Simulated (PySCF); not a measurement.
Fill in the blanks.

Compound: C2H13NSi3.
Z-matrix (Å and degrees, GFN2-xTB geometry), rows numbered from 1:
```
C 
N   1  1.4418
Si  2  1.7206  1  122.89
Si  3  2.2995  2  106.03  1   179.32
C   4  1.9028  3  110.37  2  -154.29
Si  5  1.8960  4  115.84  3    69.75
H   1  1.0920  2  110.36  3  -154.99
H   1  1.0875  2  108.60  3   -35.89
H   1  1.0961  2  112.61  3    83.77
H   2  1.0085  1  111.38  3  -149.41
H   3  1.4830  2  113.33  1   -56.88
H   3  1.4715  2  103.74  1    55.14
H   4  1.4783  3  112.15  2    87.01
H   4  1.4725  3  115.81  2   -32.10
H   5  1.0912  4  108.66  3   -53.15
H   5  1.0904  4  108.59  3  -167.86
H   6  1.4646  5  109.69  4    61.20
H   6  1.4646  5  110.03  4   -59.56
H   6  1.4676  5  109.94  4  -179.33
```

```csv
property,level,value
point group of the GFN2-xTB geometry,GFN2-xTB,?
"rotational constants A, B, C of the GFN2-xTB geometry",GFN2-xTB,"3.499, 0.708, 0.643 GHz"
dipole moment,wB97X-D/def2-SVPD,?
HOMO energy,wB97X-D/def2-SVPD,-8.60 eV
LUMO energy,wB97X-D/def2-SVPD,1.26 eV
lowest singlet excitation,TDDFT wB97X-D/def2-SVPD,?
strongest line among the 8 lowest singlet transitions,TDDFT wB97X-D/def2-SVPD,"S8 at 7.47 eV (166 nm, f = 0.076)"
lowest triplet excitation (Tamm–Dancoff),TDA wB97X-D/def2-SVPD,5.26 eV
static isotropic polarisability,wB97X-D/def2-SVPD,115.8 au
electronic spatial extent ⟨r²⟩ about the centre of nuclear charge,wB97X-D/def2-SVPD,1863 bohr²
13C chemical shifts (computed TMS as zero) by class,GIAO PBE0/pcSseg-1,"36.0 (C1), -17.2 (C5) ppm"
1H chemical shifts (computed TMS as zero) by class,GIAO PBE0/pcSseg-1,"4.93 (H11/H12), 4.10 (H13/H14), 4.01 (H17/H18/H19), 2.82 (H7/H8/H9), -0.23 (H15/H16), -0.79 (H10) ppm"
"isotropic shieldings of nuclei other than C and H, by class",GIAO PBE0/pcSseg-1,?
```

The electronic properties come from PySCF, for the isolated species, density fitting. NMR classes are plain means over equivalent atoms (diastereotopic ones count apart unless rotation or inversion swaps them), as if these changed places fast; in this geometry the members of some classes differ.

(1) The dipole moment?

(2) Give the isotropic shieldings of nuclei other than C and H, by class.

(3) The point group of the GFN2-xTB geometry?

(4) What is the lowest singlet excitation?

Answers

(1) 1.00 D.

(2) 260 (N2), 401 (Si3), 422 (Si6), 426 (Si4) ppm.

(3) C1.

(4) 5.48 eV (226 nm, f = 0.004).

With B = h/(8π²I), that is 505.379 GHz u Å² over I, the principal moments of inertia are 144.5, 714.0 and 785.4 u Å² (most abundant isotopes). The principal polarisabilities are 101.2, 110.1 and 136.1 au; their mean is the isotropic value. The largest Löwdin shares of the HOMO are 0.56 on N2, 0.11 on Si3, 0.11 on C1 and 0.07 on H11. The polarisability is 17.16 Å³ as a volume (1 au = 0.148185 Å³), or 1.57 au for each of the 74 electrons. No computed singlet falls in the visible range (750 to 380 nm, 1.65 to 3.26 eV); S1 lies 2.22 eV above its blue end. The dipole matches unit charges of opposite sign 0.21 Å apart (1 e·Å = 4.8032 D).

For the NMR shielding job (PBE0/pcSseg-1), hardware: Arm Neoverse V1, one thread, no GPU, shared host with 32 logical CPUs at a one-minute load of 15. Cost: 31 s wall, 0.78 GiB resident at most.

One conformer stands for the species.
